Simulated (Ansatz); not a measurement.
Program: Ansatz. Geometries: PBE0-D4/def2-TZVP. ΔE: electronic, gas phase. CCSD(T)/CBS adds triple-zeta CCSD(T) − MP2 to the extrapolated MP2 energy (def2 sets, frozen cores). This one scheme is used for every species. DFT in def2-TZVPP. B3LYP here is the variant with VWN-RPA as its local correlation; programs differ in this. One conformer a species, not always the lowest.

Consider the ligand exchange at the Al–N bond: `C[N]([SiH3])[AlH][F]` + H₂S → `[F][AlH][SH]` + `CN[SiH3]`.

| level | ΔE (kJ/mol) |
| --- | --- |
| ωB97M-V | -15.1 |
| PBE | -24.5 |
| PBE0 | -25.3 |
| B3LYP | -20.8 |
| MP2/def2-TZVPP | -11.4 |
| HF/def2-QZVPP | -23.0 |
| MP2/def2-QZVPP | -13.2 |
| CCSD/CBS(def2) | -15.9 |

(1) What does CCSD(T)/CBS give? (Estimate.)

Largest T1 diagnostic among the species: 0.012.

Results:

(1) Computed: -14.5 kJ/mol. The listed levels differ from it by -0.6, -10.0, -10.8, -6.3, 3.1, -8.5, 1.3, -1.4 kJ/mol.

In def2-TZVPP, CCSD(T) changes the Hartree–Fock value by +13.1 kJ/mol (the triples alone add +1.3 kJ/mol) and MP2 by +12.6 kJ/mol. The D4 term adds +6.8 kJ/mol with B3LYP and +3.8 kJ/mol with PBE0; it sums over pairs of atoms, weighted by their polarisabilities, and B3LYP, whose exchange is more repulsive, gets the larger term.
